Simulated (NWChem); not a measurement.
C2H5ClSi2; SMILES ClC1=C[SiH2][SiH2]1

```xyz
10

Cl    -0.1582    -2.3150     0.0000
C     -0.1498    -0.5841     0.0000
C     -1.2621     0.1879     0.0000
Si    -0.5682     1.9423     0.0000
Si     1.3411     0.5907     0.0000
H     -2.2811    -0.2175     0.0000
H     -0.8910     2.7519    -1.2147
H     -0.8910     2.7519     1.2147
H      2.2020     0.4915    -1.2166
H      2.2020     0.4915     1.2166
```
Atoms are numbered in this order, from 1.

Results from NWChem. Pople sets run with spherical d functions. The geometry was optimised at PBE0/def2-SVP.

Problem. What does the run give for Hartree-Fock/6-31G*? Quantities: highest occupied level (eV); orbital gap (eV); dipole (D).

Solution. 
```
Item                         Value
---------------------------  -----
highest occupied level (eV)  -9.98
orbital gap (eV)             13.02
dipole (D)                    1.85
```
